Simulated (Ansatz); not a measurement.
The same ligand exchange along the group B, Al, Ga.

Computed with Ansatz on PBE0-D4/def2-TZVP structures; ΔE is electronic, products minus reactants. CCSD(T)/CBS adds triple-zeta CCSD(T) − MP2 to the extrapolated MP2 energy (def2 sets, frozen cores). This one scheme is used for every species. Functionals use def2-TZVPP. For Br, Ga outer-core shells are correlated without core-valence functions, which leaves a few kJ/mol of doubt a bond. Scalar relativity is left out up to krypton. One conformer a species, not always the lowest.

| reaction | PBE0-D4 (kJ/mol) | CCSD/CBS(def2) (kJ/mol) | r2SCAN-D4 (kJ/mol) | ωB97M-V (kJ/mol) | CCSD(T)/CBS(def2) (kJ/mol) |
| --- | --- | --- | --- | --- | --- |
| `CB(N)Cl` + HBr → `NB(Cl)Br` + CH₄ | -68 | -67 | -70 | -66 | -68 |
| `[CH3][Al]([NH2])[Cl]` + HBr → `[NH2][Al]([Cl])[Br]` + CH₄ | -159 | -163 | -162 | -158 | -162 |
| `[CH3][Ga]([NH2])[Cl]` + HBr → `[NH2][Ga]([Cl])[Br]` + CH₄ | -131 | -128 | -133 | -130 | -127 |

Largest T1 diagnostic: 0.012, for `[CH3][Ga]([NH2])[Cl]`.
